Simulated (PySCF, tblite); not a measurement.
C₂H₁₁FSi₃.
Structure used (GFN2-xTB), in Å, numbered top down from 1:
```xyz
17
C2H11FSi3 angstrom
C     -1.7435   -0.0330   -1.1443
C     -1.6741    0.3614    0.3188
F     -1.0865    1.6298    0.4062
Si    -0.6217   -0.8305    1.4115
Si     1.6175   -0.3452    1.0438
Si     2.2031    0.6023   -0.9922
H     -2.2838    0.7161   -1.7216
H     -0.7432   -0.1308   -1.5627
H     -2.2600   -0.9845   -1.2351
H     -2.6873    0.4992    0.7113
H     -1.1111   -0.6292    2.7823
H     -1.0877   -2.1727    1.0309
H      2.3577   -1.6053    1.2486
H      2.0910    0.5047    2.1499
H      1.4347    1.8063   -1.3002
H      3.6202    0.9671   -1.0644
H      1.9679   -0.3437   -2.0925
```

Computed, not measured: wB97X-D/def2-SVPD in PySCF (dipole) on a GFN2-xTB geometry, gas phase.

Take the most abundant isotopes and a rigid rotor. The values belong to one conformer with, in the numbering `[CH3:1][C@H:2]([F:3])[SiH2:4][SiH2:5][SiH3:6]`, C1–C2–Si4–Si5 78°, C2–Si4–Si5–Si6 -26°.

Question: Give the principal moments of inertia and the rotational constants in GHz.

Answer: Ia = 243.05, Ib = 422.78, Ic = 546.53 u·Å²; 505379 MHz·u·Å²/I gives 2079, 1195 and 924.7 MHz, that is A = 2.0793, B = 1.1954, C = 0.9247 GHz.

Question: What kind of rotor is it?

Answer: An asymmetric top; Ray's κ = -0.531.

Question: What does the inertial defect say?

Answer: Not planar: Δ = Ic − Ia − Ib = -119.30 u·Å². For a rigid frame Δ = −2 Σ m c², so Σ m c² = 59.65 u·Å² lies off the ab plane: 14.82 from hydrogen and 44.83 from heavier atoms. The atom farthest from that plane is 1.94 Å away.

Question: Give the other two planar moments, Paa and Pbb, and the rms extents of the mass along the axes.

Answer: Paa = Σ m a² = (Ib + Ic − Ia)/2 = 363.13 and Pbb = Σ m b² = (Ia + Ic − Ib)/2 = 183.40 u·Å². With the mass M = 138.02 u, the rms extents √(P/M) along a, b and c are 1.62, 1.15, 0.66 Å.

Question: Where do the levels up to J = 2 lie, in MHz?

Answer: Above 0(0,0):
J = 1: 1(0,1) 2120, 1(1,1) 3004, 1(1,0) 3275
J = 2: 2(0,2) 6307, 2(1,2) 6973, 2(1,1) 7785, 2(2,1) 10437, 2(2,0) 10490
Those of J = 1 are B + C, A + C and A + B.

Question: Which types of transition are allowed, and where do some lines up to J = 3 fall?

Answer: The dipole components are |μa| = 0.63 D, |μb| = 0.23 D, |μc| = 1.31 D. Intensities carry the squares of the components, which stand as 0.23 : 0.03 : 1.00 (a : b : c). Some lines, for components of 0.1 D or more:

```csv
type,branch,"J(Ka,Kc)",MHz,lower level (cm⁻¹)
c,Q,"3(1,3) ← 3(0,3)",430,0.416
b,Q,"2(1,1) ← 2(0,2)",1478,0.210
a,Q,"3(1,2) ← 3(1,3)",1617,0.430
c,Q,"2(2,1) ← 2(1,1)",2652,0.260
b,R,"1(1,1) ← 0(0,0)",3004,0.000
a,R,"2(1,1) ← 1(1,0)",4511,0.109
b,R,"2(1,2) ← 1(0,1)",4853,0.071
c,Q,"3(3,1) ← 3(2,1)",4873,0.569
b,R,"3(0,3) ← 2(1,2)",5493,0.233
c,R,"2(1,1) ← 1(0,1)",5665,0.071
a,R,"3(2,2) ← 2(2,1)",6360,0.348
b,R,"2(2,1) ← 1(1,0)",7163,0.109
b,R,"2(2,0) ← 1(1,1)",7486,0.100
c,R,"3(2,2) ← 2(1,2)",9824,0.233
c,R,"3(3,0) ← 2(2,0)",11441,0.350
```

Question: Estimate the classical rotational partition function at 100 K, 298.15 K and 500 K.

Answer: Point group C1, symmetry number σ = 1; q = (√π/σ)·√((kT/h)³/(ABC)), k/h = 20836.6 MHz/K: 111000 at 100 K, 572000 at 298.15 K, 1240000 at 500 K.

Its GFN2-xTB frequencies are all real (lowest 21 cm⁻¹). Constants of a rigid frame at the computed geometry: no zero-point averaging, no centrifugal distortion. A rigid rotor knows nothing of internal rotation, which can split or shift real lines.
